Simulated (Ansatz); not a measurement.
Ansatz (a first-principles code) input:

Ansatz 0.2 input:
```yaml
crystal:
  periodic: [false, false, false]
  atoms:
    - {symbol: V, position_ang: [0.17706783, 0.31507757, 0.23050455]}
    - {symbol: O, position_ang: [1.21825812, -0.41109765, -0.65256185]}
    - {symbol: O, position_ang: [-0.50902709, -0.75418285, 1.11164805]}
    - {symbol: O, position_ang: [-0.90019946, 0.90163771, -0.71030936]}
basis:
  gaussian:
    orbitals: def2-TZVP
hamiltonian:
  xc: b3lyp
  dispersion: d3bj
magnetization: {spin_polarized: true, initial_magnetization: 1}
relax: {f_tol: 0.002, max_steps: 150}
```

Question: Which total energy does the run end on?

Answer: -1169.79353 Eh (B3LYP-D3(BJ)/def2-TZVP). The basis has 138 functions.

The spin state was set by rule; other spins were not relaxed.
